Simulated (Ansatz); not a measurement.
A short molecular-dynamics run on BeMe(NH2) (CH₅BeN).

```yaml
crystal:
  periodic: [false, false, false]
  atoms:
    - {symbol: Be, position_ang: [0.004399, 0.010837, -0.286510]}
    - {symbol: C, position_ang: [-0.003106, -0.011121, 1.399798]}
    - {symbol: H, position_ang: [0.080235, 0.987420, 1.838894]}
    - {symbol: H, position_ang: [0.821079, -0.607418, 1.805641]}
    - {symbol: H, position_ang: [-0.923958, -0.454352, 1.794514]}
    - {symbol: N, position_ang: [0.006812, 0.021179, -1.794929]}
    - {symbol: H, position_ang: [0.828422, 0.024746, -2.378022]}
    - {symbol: H, position_ang: [-0.813892, 0.028709, -2.379386]}
basis:
  gaussian: {orbitals: def2-SVP}
hamiltonian: {xc: {name: BLYP}, dispersion: d3bj}
md: {timestep: 0.5 fs, n_steps: 15, ensemble: nvt_langevin, temperature: 300, initial_velocities: maxwell_boltzmann, friction: 0.01, seed: 989}
scf: {omitted_lower_state_checks: [starts]}
```

```sh
$ ansatz run in.yaml --threads 4 --pin off --events-out ev --progress --plain --max-ram 3916MiB
```

```csv
step,time (fs),potential energy (eV),kinetic (eV),T (K)
0,0.0,-3007.3049,0.2714,262
1,0.5,-3007.2886,0.2424,234
2,1.0,-3007.2675,0.2123,205
3,1.5,-3007.2533,0.2125,206
4,2.0,-3007.2523,0.1962,190
5,2.5,-3007.2597,0.2140,207
6,3.0,-3007.2663,0.2165,209
7,3.5,-3007.2668,0.2163,209
8,4.0,-3007.2579,0.2056,199
9,4.5,-3007.2407,0.1886,182
10,5.0,-3007.2191,0.1580,153
11,5.5,-3007.1979,0.1474,143
12,6.0,-3007.1837,0.1256,121
13,6.5,-3007.1782,0.1185,115
14,7.0,-3007.1806,0.1416,137
15,7.5,-3007.1908,0.1514,146
```

Velocities are drawn at the set temperature; a run this short doesn't reach equilibrium. Under Langevin dynamics the printed temperature counts 3N degrees of freedom, so it starts below the set value.

Frames (Å, forces in eV/Å):

```xyz
8
time=0.0 fs
Be    0.004    0.011   -0.287    0.000    0.001    0.088
C    -0.003   -0.011    1.400    0.007    0.021   -0.703
H     0.080    0.987    1.839    0.044    0.535    0.236
H     0.821   -0.607    1.806    0.432   -0.319    0.216
H    -0.924   -0.454    1.795   -0.483   -0.237    0.212
N     0.007    0.021   -1.795   -0.003   -0.008    0.880
H     0.828    0.025   -2.378    0.598    0.002   -0.464
H    -0.814    0.029   -2.379   -0.595    0.005   -0.465
8
time=0.5 fs
Be    0.003    0.014   -0.287   -0.003   -0.024    0.123
C    -0.001   -0.012    1.398    0.319    0.013   -0.508
H     0.072    0.993    1.836    0.092    0.380    0.183
H     0.832   -0.614    1.811    0.138   -0.068    0.074
H    -0.919   -0.450    1.796   -0.556   -0.306    0.228
N     0.005    0.021   -1.794   -0.041    0.006    1.383
H     0.821    0.016   -2.366    1.058   -0.001   -0.755
H    -0.802    0.016   -2.380   -1.008   -0.001   -0.729
8
time=1.0 fs
Be    0.001    0.017   -0.288   -0.009   -0.049    0.160
C     0.002   -0.013    1.396    0.564    0.015   -0.311
H     0.064    1.000    1.833    0.139    0.214    0.130
H     0.841   -0.622    1.816   -0.122    0.162   -0.053
H    -0.916   -0.447    1.797   -0.592   -0.350    0.230
N     0.003    0.020   -1.793   -0.080    0.032    1.694
H     0.816    0.007   -2.357    1.391   -0.010   -0.947
H    -0.793    0.005   -2.383   -1.291   -0.014   -0.903
8
time=1.5 fs
Be    0.000    0.021   -0.288   -0.016   -0.075    0.204
C     0.005   -0.013    1.394    0.734    0.021   -0.126
H     0.055    1.006    1.829    0.187    0.055    0.085
H     0.850   -0.629    1.820   -0.342    0.363   -0.162
H    -0.913   -0.444    1.798   -0.594   -0.377    0.218
N     0.001    0.020   -1.791   -0.114    0.060    1.731
H     0.814   -0.002   -2.349    1.527   -0.018   -1.004
H    -0.787   -0.007   -2.389   -1.381   -0.029   -0.945
8
time=2.0 fs
Be   -0.001    0.024   -0.288   -0.023   -0.102    0.236
C     0.008   -0.014    1.391    0.803    0.005    0.049
H     0.047    1.012    1.824    0.237   -0.072    0.057
H     0.858   -0.636    1.823   -0.517    0.528   -0.245
H    -0.912   -0.442    1.799   -0.541   -0.377    0.183
N    -0.002    0.019   -1.788   -0.113    0.075    1.480
H     0.816   -0.009   -2.345    1.434   -0.020   -0.911
H    -0.784   -0.020   -2.397   -1.279   -0.037   -0.849
8
time=2.5 fs
Be   -0.002    0.027   -0.288   -0.030   -0.126    0.268
C     0.011   -0.015    1.390    0.796   -0.019    0.215
H     0.039    1.017    1.820    0.288   -0.184    0.034
H     0.866   -0.642    1.825   -0.662    0.666   -0.308
H    -0.913   -0.441    1.801   -0.442   -0.359    0.131
N    -0.004    0.018   -1.786   -0.134    0.066    0.994
H     0.821   -0.017   -2.343    1.181   -0.014   -0.720
H    -0.785   -0.032   -2.407   -0.996   -0.029   -0.614
8
time=3.0 fs
Be   -0.003    0.031   -0.288   -0.038   -0.149    0.307
C     0.014   -0.016    1.388    0.725   -0.007    0.375
H     0.031    1.022    1.817    0.339   -0.315    0.002
H     0.873   -0.647    1.826   -0.768    0.774   -0.347
H    -0.914   -0.440    1.802   -0.318   -0.331    0.068
N    -0.006    0.018   -1.783   -0.153    0.033    0.365
H     0.829   -0.026   -2.342    0.820    0.001   -0.472
H    -0.788   -0.043   -2.418   -0.608   -0.006   -0.298
8
time=3.5 fs
Be   -0.005    0.035   -0.288   -0.043   -0.171    0.344
C     0.018   -0.017    1.387    0.577    0.032    0.510
H     0.023    1.027    1.815    0.389   -0.436   -0.028
H     0.877   -0.650    1.825   -0.814    0.834   -0.357
H    -0.916   -0.440    1.804   -0.174   -0.292   -0.005
N    -0.008    0.017   -1.781   -0.116   -0.022   -0.325
H     0.839   -0.035   -2.341    0.374    0.025   -0.180
H    -0.793   -0.054   -2.429   -0.193    0.029    0.041
8
time=4.0 fs
Be   -0.006    0.038   -0.288   -0.046   -0.190    0.390
C     0.021   -0.017    1.386    0.347    0.067    0.615
H     0.015    1.029    1.814    0.436   -0.514   -0.048
H     0.879   -0.651    1.825   -0.795    0.844   -0.339
H    -0.919   -0.441    1.806   -0.011   -0.243   -0.090
N    -0.009    0.017   -1.778   -0.074   -0.093   -0.998
H     0.850   -0.044   -2.341   -0.067    0.057    0.098
H    -0.799   -0.066   -2.440    0.210    0.073    0.372
8
time=4.5 fs
Be   -0.008    0.042   -0.288   -0.048   -0.210    0.449
C     0.024   -0.018    1.385    0.084    0.102    0.678
H     0.007    1.030    1.813    0.477   -0.553   -0.054
H     0.877   -0.650    1.825   -0.721    0.815   -0.303
H    -0.922   -0.442    1.808    0.135   -0.194   -0.173
N    -0.011    0.016   -1.776   -0.013   -0.170   -1.573
H     0.861   -0.053   -2.340   -0.457    0.092    0.331
H    -0.804   -0.078   -2.449    0.543    0.119    0.646
8
time=5.0 fs
Be   -0.009    0.045   -0.288   -0.048   -0.228    0.503
C     0.027   -0.019    1.384   -0.179    0.148    0.697
H     0.000    1.031    1.812    0.509   -0.572   -0.051
H     0.874   -0.648    1.825   -0.612    0.757   -0.252
H    -0.924   -0.444    1.809    0.256   -0.149   -0.242
N    -0.012    0.016   -1.774    0.092   -0.249   -2.031
H     0.872   -0.063   -2.338   -0.800    0.129    0.529
H    -0.807   -0.091   -2.457    0.782    0.164    0.846
8
time=5.5 fs
Be   -0.010    0.049   -0.288   -0.044   -0.247    0.543
C     0.030   -0.020    1.384   -0.449    0.218    0.681
H    -0.005    1.030    1.810    0.529   -0.579   -0.041
H     0.871   -0.644    1.825   -0.472    0.666   -0.183
H    -0.925   -0.447    1.809    0.364   -0.105   -0.296
N    -0.014    0.017   -1.772    0.202   -0.324   -2.366
H     0.881   -0.071   -2.336   -1.069    0.166    0.682
H    -0.809   -0.105   -2.461    0.940    0.205    0.980
8
time=6.0 fs
Be   -0.011    0.051   -0.288   -0.041   -0.264    0.572
C     0.033   -0.021    1.384   -0.718    0.310    0.617
H    -0.009    1.030    1.806    0.537   -0.570   -0.022
H     0.868   -0.639    1.824   -0.298    0.542   -0.094
H    -0.927   -0.451    1.807    0.446   -0.069   -0.331
N    -0.015    0.017   -1.770    0.290   -0.384   -2.558
H     0.887   -0.078   -2.333   -1.233    0.195    0.768
H    -0.809   -0.118   -2.464    1.016    0.239    1.048
8
time=6.5 fs
Be   -0.012    0.054   -0.287   -0.038   -0.278    0.601
C     0.036   -0.022    1.384   -0.984    0.424    0.517
H    -0.012    1.029    1.804    0.535   -0.552   -0.002
H     0.863   -0.632    1.823   -0.087    0.390    0.011
H    -0.927   -0.456    1.804    0.500   -0.036   -0.352
N    -0.017    0.018   -1.769    0.345   -0.427   -2.625
H     0.890   -0.085   -2.327   -1.293    0.215    0.789
H    -0.807   -0.131   -2.465    1.022    0.264    1.062
8
time=7.0 fs
Be   -0.013    0.057   -0.287   -0.034   -0.288    0.627
C     0.038   -0.024    1.384   -1.243    0.538    0.383
H    -0.015    1.025    1.803    0.530   -0.502    0.023
H     0.858   -0.625    1.821    0.150    0.218    0.127
H    -0.926   -0.461    1.800    0.520   -0.019   -0.359
N    -0.019    0.018   -1.768    0.372   -0.450   -2.577
H     0.889   -0.091   -2.320   -1.259    0.225    0.755
H    -0.804   -0.143   -2.464    0.962    0.278    1.021
8
time=7.5 fs
Be   -0.015    0.059   -0.287   -0.027   -0.294    0.645
C     0.041   -0.025    1.383   -1.489    0.630    0.216
H    -0.018    1.020    1.803    0.522   -0.397    0.059
H     0.853   -0.617    1.821    0.402    0.028    0.251
H    -0.924   -0.465    1.795    0.515   -0.020   -0.353
N    -0.021    0.018   -1.768    0.388   -0.442   -2.389
H     0.886   -0.095   -2.312   -1.126    0.223    0.664
H    -0.798   -0.155   -2.461    0.816    0.272    0.906
```

Hardware: 4 threads of AMD EPYC 9R45 on a shared host. Wall time 3 s.
